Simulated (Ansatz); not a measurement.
Breaking a bond: HCl3OZr, SMILES [OH][Zr]([Cl])([Cl])[Cl], singlet. The Zr1–Cl6 bond (Zr1 also carries Cl, Cl, O; Cl6 carries nothing else) is pulled apart rigidly from the PBE0/def2-TZVP, def2 effective core potentials past Kr optimised geometry.

RKS-PBE = restricted PBE/def2-TZVP, def2 effective core potentials past Kr (Ansatz, a quantum-chemistry and plane-wave program); UKS-PBE = unrestricted PBE/def2-TZVP, def2 effective core potentials past Kr run with Ansatz; RKS-PBE0 = restricted PBE0/def2-TZVP, def2 effective core potentials past Kr in Ansatz; UKS-PBE0 = Ansatz with unrestricted PBE0/def2-TZVP, def2 effective core potentials past Kr.

Energies relative to the lowest point of each curve near equilibrium, in kcal/mol; the last columns give the difference from UKS-PBE0:

```
R / Å  RKS-PBE  UKS-PBE  RKS-PBE0  UKS-PBE0  RKS-PBE − UKS-PBE0  UKS-PBE − UKS-PBE0  RKS-PBE0 − UKS-PBE0
-----  -------  -------  --------  --------  ------------------  ------------------  -------------------
1.91      62.0     62.0      60.6      60.6                 1.3                 1.3                  0.0
2.05      23.2     23.2      22.1      22.1                 1.2                 1.2                  0.0
2.19       5.4      5.4       4.7       4.7                 0.7                 0.7                  0.0
2.27       1.2      1.2       0.9       0.9                 0.3                 0.3                  0.0
2.34       0.0      0.0       0.0       0.0                 0.0                 0.0                  0.0
2.43       0.9      0.9       1.3       1.3                -0.5                -0.5                  0.0
2.52       3.6      3.6       4.6       4.6                -0.9                -0.9                  0.0
2.63       8.7      8.7      10.2      10.2                -1.5                -1.5                  0.0
2.83      20.2     20.2      22.8      22.8                -2.6                -2.6                  0.0
3.09      36.3     36.3      40.1      40.1                -3.8                -3.8                  0.0
3.39      53.2     53.2      58.4      58.4                -5.2                -5.2                  0.0
3.84      73.6     73.6      80.8      80.8                -7.2                -7.2                  0.0
4.36      90.0     89.7      99.4      97.5                -7.5                -7.8                  1.9
4.95     101.6     99.2     113.3     107.0                -5.3                -7.8                  6.3
5.76     110.2    105.2     124.3     112.8                -2.6                -7.7                 11.4
6.83     115.4    108.4     131.6     115.8                -0.4                -7.5                 15.8
```

RKS-PBE is furthest from UKS-PBE0 at 4.36 (-7.5 kcal/mol, below); its mean absolute difference over the points is 2.6 kcal/mol.

UKS-PBE is furthest from UKS-PBE0 at 4.36 (-7.8 kcal/mol, below); its mean absolute difference over the points is 3.5 kcal/mol.

RKS-PBE0 is furthest from UKS-PBE0 at 6.83 (15.8 kcal/mol, above); its mean absolute difference over the points is 2.2 kcal/mol.

The restricted form behind RKS-PBE, RKS-PBE0 keeps the bonding electrons paired and can't separate into open-shell fragments. The unrestricted determinant behind UKS-PBE is spin-contaminated at 4.36 to 6.83 Å (<S²> up to 0.6, against 0.00 for a pure singlet). The unrestricted determinant behind UKS-PBE0 is spin-contaminated at 4.36 to 6.83 Å (<S²> up to 0.8, against 0.00 for a pure singlet).
